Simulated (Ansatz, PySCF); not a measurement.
C₆H₁₄Te, charge +1, doublet, at a GFN2-xTB geometry (a state made from the parent by changing its charge; the spin is typed, not shown lowest) (all electrons, no relativity). Base run: PBE0/STO-3G (PySCF).

Input for PySCF:
```python
from pyscf import gto, scf, dft

mol = gto.Mole()
mol.atom = '''
    C     1.833689    1.325901    1.253079
    C     1.638261   -0.137298    0.891903
    C     2.898006   -0.795518    0.365248
    Te    0.028431   -0.330112   -0.623474
    C    -1.658865    0.412050    0.616104
    C    -2.114105    1.751797    0.060323
    C    -2.759178   -0.634839    0.589254
    H     2.205617    1.894829    0.403294
    H     2.578448    1.384008    2.046008
    H     0.920301    1.789616    1.622854
    H     1.240619   -0.691068    1.750106
    H     2.726934   -1.836703    0.093507
    H     3.658303   -0.774378    1.144898
    H     3.294525   -0.263458   -0.498491
    H    -1.249361    0.522684    1.624303
    H    -1.312905    2.489337    0.065041
    H    -2.497959    1.651469   -0.953728
    H    -2.922665    2.127850    0.686862
    H    -2.418127   -1.590680    0.983941
    H    -3.147207   -0.782624   -0.417767
    H    -3.581781   -0.287643    1.214361
'''
mol.basis = 'sto-3g'
mol.charge = 1
mol.spin = 1
mol.verbose = 4
mol.build()

mf = dft.UKS(mol)
mf.xc = 'pbe0'
mf.kernel()
```

The same geometry, method and basis name were run in Ansatz (an electronic-structure program) and PySCF, at each program's defaults and at the settings that a row names. The base is PySCF at its defaults. Differences at the defaults can come from grids, fitting, cores and function types together.

| code and settings | ΔE vs base (mEh) | basis functions | E (Eh) | SCF cycles |
|---|---|---|---|---|
| PySCF, defaults (exact integrals, its default grid, spherical functions) | 0.000 | 71 | -6782.75017 | 12 |
| Ansatz, defaults (factorised integrals, its default grid, spherical functions) | 0.012 | 71 | -6782.75016 | - |
| PySCF, fine grid | 0.003 | 71 | -6782.75017 | 12 |
| Ansatz, high accuracy | 0.002 | 71 | -6782.75017 | - |

Open shells are given as the SCF converged; they aren't shown to be the lowest states, and a large step between rows can be another state.
